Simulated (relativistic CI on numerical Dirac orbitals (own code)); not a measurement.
What each ingredient does to the levels of Eu¹²⁺

Base calculation: Dirac-Coulomb-Breit CI, KLI orbitals optimised for each configuration, model QED, unscaled Slater integrals.

Configurations in the expansion (outside the closed core [Kr] 4d10): 4f3.5s2, 4f5, 4f4.5s, 4f2.5s2.5p, 4f3.5s.5p, 4f2.5s.5p2, 4f.5s2.5p.5d, 4f2.5s2.5d, 4f.5s2.5p.6s, 4f4.6s, 4f2.5s2.6s, 4f.5s2.5p2, 5s2.5p3, 4f.5s.5p3, 5s2.5p2.5d, 5s2.5p2.6s. Double excitations out of closed p, d and f shells are left out; levels of such configurations are missing from the list, as are those of other unlisted configurations, and high levels can miss mixing partners.

Variants: (1) QED terms removed. Shifts of the energy above 4f3.5s2 4I°_9/2, in cm⁻¹, for the lowest level and the first level of each name with at least 55 % of one term (blank where a level changes its place among those of its configuration and J or its character, or is not in the variant):

```csv
Level,Base,Δ(1)
4f3.5s2 4I°_9/2,0.0,0.0
4f3.5s2 4I°_11/2,3741.9,-21.1
4f3.5s2 4I°_13/2,7649.3,-41.1
4f3.5s2 4I°_15/2,11639.6,-59.7
4f3.5s2 4F°_3/2,22513.0,-8.3
4f3.5s2 2H°_9/2,22738.7,-12.6
4f3.5s2 4F°_5/2,24610.5,-22.1
4f3.5s2 4S°_3/2,26172.7,-27.7
4f3.5s2 4F°_7/2,26297.7,-28.7
4f3.5s2 4F°_9/2,28520.2,-42.9
4f3.5s2 2H°_11/2,29120.6,-46.9
4f3.5s2 2G°_7/2,32301.3,-30.6
4f3.5s2 4G°_5/2,33821.5,-10.6
4f3.5s2 2K°_13/2,34737.3,-26.5
```

At this charge transitions that keep the count of f electrons are usually good to a few per cent. Terms inside the open d or f shell come out 10 to 20 % too wide with unscaled integrals. Levels and lines within the n = 5 or 6 shells can be off by up to 10 % or somewhat more, and those that change n by about 2 %, since core polarisation is missing. Levels that differ in their count of f electrons can be misplaced by several ten thousand cm⁻¹, since the correlation energy of f electrons is missing or only estimated; rates across such gaps can be off by orders of magnitude.

Ionisation energy from one configuration of each of the two ions, the ground ones as tabulated or assumed: base 231.744 eV. The NIST ASD value (theoretical) is 243 ± 12 eV.

LS names give the leading component of a level, which can be under half, so a name can repeat, a term be missing and a line seem to break the LS rules.
